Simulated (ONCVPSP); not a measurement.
## Which change was made? (Ho, ONCV)

```
Element                 : Ho
Generator               : ONCVPSP 4.0.1
Type                    : optimised norm-conserving Vanderbilt (ONCV)
Functional              : PBE
Relativity              : scalar-relativistic
Frozen core             : [Kr] 4d10
Valence charge          : 21
Reference configuration : 4f11 5s2 5p6 6s2
Partial waves           : 5s+6s: rc 2.30 bohr, ncon 3, nbas 7, qcut 5.5 1/bohr, 2 projectors; 5p: rc 2.00 bohr, ncon 4, nbas 7, qcut 7.4 1/bohr, 2 projectors, debl 3.7 Ha; d scattering state at 0.22 Ha: rc 2.45 bohr, ncon 3, nbas 6, qcut 4.4 1/bohr, 3 projectors, debl 3.9 Ha; 4f: rc 1.00 bohr, ncon 4, nbas 9, qcut 16.2 1/bohr, 3 projectors, debl 3.6 Ha
Local potential         : polynomial inside 0.70 bohr (lpopt 5, dvloc0 -1 Ha)
Core correction         : Teter function, fcfact 3, rcfact 1.55
```

In the d channel the program set the typed energies aside and used 0.050, 3.950, 7.850 Ha.

Cutoffs, loose and tight: the cutoffs (Ha) at which the residual kinetic energy of the hardest occupied pseudo-wave falls to 1 and 0.1 mHa per electron. They do not see the model core or the augmentation charge, which bear on the density cutoff. Test errors are all-electron minus pseudo excitation energies from the reference, over the configurations 4f11 5s2 5p6 6s1; 4f11 5s2 5p6 6s0; 4f10 5s2 5p6 6s0; 4f9 5s2 5p6 6s0; variants that change the core or the reference have their own tests.

The base gives: outcome: generated, projector energies reset by the program; cutoff, loose: 118 Ha; cutoff, tight: 216 Ha; bound ghosts: s, p; GHOST(+) flags above zero: d; largest test error (meV): tests left out (the all-electron energies of this program are off by 10 to 40 meV for near-neutral 4f atoms).

(1) After one change the result is: outcome: generated, projector energies reset by the program; cutoff, loose: 525 Ha; cutoff, tight: 752 Ha; bound ghosts: s, p, f; GHOST(+) flags above zero: s, d, f; largest test error (meV): tests left out (the all-electron energies of this program are off by 10 to 40 meV for near-neutral 4f atoms). Which change was it?
A. all radii but the core radius scaled by about 0.90 (s 2.06, p 1.80, d 2.20, f 0.90 bohr); local potential polynomial inside 0.62 bohr (lpopt 5, dvloc0 -1 Ha)
B. all radii but the core radius scaled by about 1.22 (s 2.80, p 2.44, d 2.98, f 1.22 bohr); local potential polynomial inside 0.86 bohr (lpopt 5, dvloc0 -1 Ha)
C. all radii but the core radius scaled by about 0.78 (s 1.80, p 1.56, d 1.92, f 0.78 bohr); local potential polynomial inside 0.54 bohr (lpopt 5, dvloc0 -1 Ha)

## Answers

(1) C. The others give: all radii but the core radius scaled by about 0.90 (s 2.06, p 1.80, d 2.20, f 0.90 bohr); local potential polynomial inside 0.62 bohr (lpopt 5, dvloc0 -1 Ha) → outcome: generated, projector energies reset by the program; cutoff, loose: 132 Ha; cutoff, tight: 440 Ha; bound ghosts: s, p, f; GHOST(+) flags above zero: s, d, f; largest test error (meV): tests left out (the all-electron energies of this program are off by 10 to 40 meV for near-neutral 4f atoms) | all radii but the core radius scaled by about 1.22 (s 2.80, p 2.44, d 2.98, f 1.22 bohr); local potential polynomial inside 0.86 bohr (lpopt 5, dvloc0 -1 Ha) → outcome: generated, projector energies reset by the program; cutoff, loose: 104 Ha; cutoff, tight: 118 Ha; bound ghosts: s; GHOST(+) flags above zero: p, d; largest test error (meV): tests left out (the all-electron energies of this program are off by 10 to 40 meV for near-neutral 4f atoms).
